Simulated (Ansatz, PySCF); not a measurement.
Caution: the restricted solution is unstable towards spin-unrestricted or complex orbitals, so a lower solution exists and this singlet may not be the ground state. This singlet is an excited state, 0.80 eV above the relaxed triplet at the level composite: frozen-core CCSD(T) with HF/cc-pVQZ and the correlation energy extrapolated as X^-3 from cc-pVTZ and cc-pVQZ, plus CCSDT(Q) minus CCSD(T) in cc-pVDZ // PBE0-D3(BJ)/def2-TZVP (Ansatz, a program for electronic structure).

CH3Al, SMILES `[CH][AlH2]` (excited singlet) (charge 0, multiplicity 1)

These are PBE-D3(BJ)/def2-TZVP // PBE0-D3(BJ)/def2-TZVP in PySCF 2.14.0 values and carry that method's errors.

| Item | Value |
|---|---|
| HOMO | -5.16 eV |
| dipole moment | 0.37 D |
| HOMO–LUMO gap | 0.05 eV |
| LUMO | -5.11 eV |
| total energy | -281.9803 Ha |
| cost | around 5 core-seconds (rough) |

```xyz
5

C      1.1558    -0.1065    -0.0030
Al    -0.6818     0.0621     0.0143
H      2.2313    -0.1991    -0.0979
H     -1.2216     1.5439     0.1470
H     -1.4837    -1.3003    -0.0604
```
Charge 0, spin multiplicity 1.
